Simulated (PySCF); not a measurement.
AlH3SO2

The system: AlH3SO2, a small molecule; neutral, singlet. The structure, one conformer, was relaxed in the gas phase by PBE0-D3(BJ)/def2-SVP. No frequency run checks that it is a minimum.

SMILES: [OH][Al]([OH])[SH]

```csv
atom,x (Å),y (Å),z (Å)
O1,0.873,1.327,0.872
Al2,0.072,0.076,0.057
O3,-1.549,0.259,-0.405
S4,1.027,-1.813,-0.447
H5,1.783,1.345,1.168
H6,-2.072,1.044,-0.236
H7,-0.104,-2.271,-1.031
```

Shieldings: GIAO PBE0/pcSseg-2. Shifts are against computed references at the same level: H TMS (σ 31.24 ppm). Core levels by delta-SCF with SCAN, pcX-2 on the ionised atom and pcseg-1 elsewhere, spin-free X2C (2p3/2 is the spin-free 2p value less a third of a first-order spin-orbit splitting); from the vacuum level, for chosen atoms.

Give the shieldings and core levels atom by atom.


```csv
atoms,bonded to,σ (ppm),δ (ppm),core level (eV)
O1,1 Al + 1 H,291.2,-,1s 538.32
Al2,2 O + 1 S,430.6,-,2p3/2 81.06
O3,1 Al + 1 H,305.6,-,1s 538.31
S4,1 Al + 1 H,805.3,-,2p3/2 169.32
H5,1 O,29.56,1.69,-
H6,1 O,30.04,1.21,-
H7,1 S,31.10,0.15,-
```

Values are those of this one static structure; atoms that internal rotation interchanges would show their mean in an NMR spectrum.

By CAM-B3LYP/def2-SVPD (TDDFT singlets, Tamm-Dancoff triplets, ionisation by delta-SCF), where does absorption start, and what does vertical ionisation take?

The lowest singlet lies at 5.82 eV (f 0.043), the strongest of the first 6 at 7.47 eV (f 0.278), the lowest triplet at 5.51 eV; vertical ionisation takes 10.22 eV.
